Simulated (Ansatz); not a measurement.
Born–Oppenheimer molecular dynamics of BClH$_{4}$N$_{2}$ (8 atoms, charge 0, multiplicity 1). It starts from a relaxed structure.

Theory: RKS PBE/def2-SVP in Ansatz 0.2.0.

```
ensemble                      : NVE (velocity Verlet)
time step                     : 2.5 fs
steps asked                   : 40
starting velocities drawn for : 700 K
seed                          : 945693
```

First frame:

```xyz
8
Properties=species:S:1:pos:R:3
B -0.004 0.029 -0.092
Cl -0.021 0.167 1.709
N 1.251 0.110 -0.745
H 1.372 0.044 -1.754
H 2.116 0.244 -0.226
N -1.245 -0.152 -0.749
H -2.121 -0.204 -0.234
H -1.347 -0.238 -1.759
```

Question: What does the run give?

Answer: The run went to its last step.

```yaml
steps_done: 40
time_covered: 100 fs
mean_temperature_over_the_second_half: 140556 K
spread_of_the_potential_energy_over_the_second_half: 242.1 meV per atom
mean_potential_energy_of_the_second_half_above_the_start: 2232.2 meV per atom
```

The conserved energy changed by up to 22000 meV per atom, so the integration failed: the time step of 2.5 fs is too long for the fastest motions that this run met, and the later frames carry no physical meaning.

Question: What happens to the structure?

Answer: Parted: B1–N3 1.42 → 2.17 Å, N3–H4 1.02 → 18.42 Å, N3–H5 1.02 → 102.55 Å, N6–H8 1.02 → 21.52 Å. Joined: N3–N6 2.51 → 1.12 Å. It ends as BClHN2 + H + H + H. Pairs count as bonded within 1.25 times the sum of covalent radii (0.12 Å more for H–H). Another seed would give other details.

Question: How do temperature and energy run in time?

Answer: 
```
time (fs)   T (K)  potential energy less start (eV)  conserved less start (meV/atom)
        0     700                             0.000                             0.00
        5     627                             0.941                           110.54
       10     450                             1.533                           167.36
       15     410                             3.020                           349.38
       20   21581                             8.999                          3149.16
       25  114757                            12.950                         12676.02
       30  114646                            12.844                         12652.00
       35  112977                            14.271                         12673.87
       40  113069                            14.252                         12680.44
       45  114131                            13.275                         12661.26
       50  111830                            15.504                         12716.82
       55  112378                            14.799                         12681.84
       60  115918                            15.828                         13153.67
       65  111791                            18.988                         13148.52
       70  111102                            19.477                         13142.94
       75  111764                            18.987                         13145.81
       80  114794                            16.664                         13149.26
       85  134564                            20.188                         15506.22
       90  205037                            19.957                         22309.42
       95  207324                            18.177                         22308.65
      100  205312                            19.732                         22307.90
```

Time of the run: 2.1 min on 1 thread of Arm Neoverse V2, on a shared host, peak memory 0.12 GiB.
